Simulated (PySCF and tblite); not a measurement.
The numbers below are computed, except where a source is named.
# Rotation: stationary points, barriers and rates

System: C₈H₆O₂, numbered as in [cH:1]1[cH:2][o:3][c:4](-[c:5]2[cH:6][cH:7][cH:8][o:9]2)[cH:10]1.

Motion: rotation about the C4–C5 bond (torsion O3–C4–C5–C6 from 0° to 180°, rising). Geometries: GFN2-xTB; energies: revPBE/pcSseg-1 + D3(BJ); zero-point and thermal terms from GFN2-xTB harmonic modes (soft modes blended into free rotors). Rates follow Eyring's equation with the number of equivalent paths and no tunnelling. Programs: tblite and PySCF.

```csv
point,symmetry,E(GFN2) kcal/mol,E(DFT) kcal/mol,ZPE change kcal/mol,lowest mode cm⁻¹,dipole D
start,C2h,0.0,0.0,0.00,68,0.00
saddle,C2,5.6,5.3,-0.03,68i,0.68
end,C2v,0.8,1.6,0.01,60,0.84
```

| Quantity | Value |
| --- | --- |
| Electronic barrier | 5.3 kcal/mol |
| Barrier with zero-point energy | 5.3 kcal/mol |
| ΔH‡ (298 K) | 4.8 kcal/mol |
| ΔS‡ (298 K, symmetry apart) | -3.2 cal/(mol K) |
| Paths | 2 equivalent paths |
| End point | a different minimum |
| Mean lifetime of the start against this motion at 298 K | 1.3 ns |
| Cost | 120 s on 1 thread of Arm Neoverse V2, on a host shared with other jobs (rough), peak memory 0.74 GiB, launched as `OMP_NUM_THREADS=1 python ens_run.py task.json out` |

```json
{"T/K": "150", "ΔG‡ kcal/mol": "5.4", "k s⁻¹": "7.9×10⁴", "ΔG kcal/mol": "1.6", "k back s⁻¹": "2×10⁷"}
{"T/K": "200", "ΔG‡ kcal/mol": "5.5", "k s⁻¹": "7.8×10⁶", "ΔG kcal/mol": "1.6", "k back s⁻¹": "5×10⁸"}
{"T/K": "250", "ΔG‡ kcal/mol": "5.6", "k s⁻¹": "1.3×10⁸", "ΔG kcal/mol": "1.6", "k back s⁻¹": "3.5×10⁹"}
{"T/K": "298", "ΔG‡ kcal/mol": "5.8", "k s⁻¹": "7.6×10⁸", "ΔG kcal/mol": "1.6", "k back s⁻¹": "1.2×10¹⁰"}
{"T/K": "350", "ΔG‡ kcal/mol": "5.9", "k s⁻¹": "3.1×10⁹", "ΔG kcal/mol": "1.7", "k back s⁻¹": "3.3×10¹⁰"}
{"T/K": "400", "ΔG‡ kcal/mol": "6.0", "k s⁻¹": "8.4×10⁹", "ΔG kcal/mol": "1.7", "k back s⁻¹": "6.7×10¹⁰"}
{"T/K": "500", "ΔG‡ kcal/mol": "6.4", "k s⁻¹": "3.4×10¹⁰", "ΔG kcal/mol": "1.7", "k back s⁻¹": "1.8×10¹¹"}
```

ΔG and ΔG‡ leave out symmetry numbers and mirror images; rates count paths: 2 out, 2 back.
